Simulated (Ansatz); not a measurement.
Species: H$_{3}$GaOS$_{2}$, SMILES `[OH][Ga]([SH])[SH]` with one electron removed (charge 1, multiplicity 2), formula H$_{3}$GaOS$_{2}$.

Q: How many basis functions does frozen-core CCSD(T)/cc-pVTZ // B3LYP-D3(BJ)/def2-TZVP (Ansatz, a quantum-chemistry and plane-wave program) use, how many core orbitals are frozen, and how many electrons are correlated?

A: 183 basis functions and 20 frozen orbitals, which leaves 33 correlated electrons (filled d shells below the valence shell are correlated). Core time is of the order of hours.
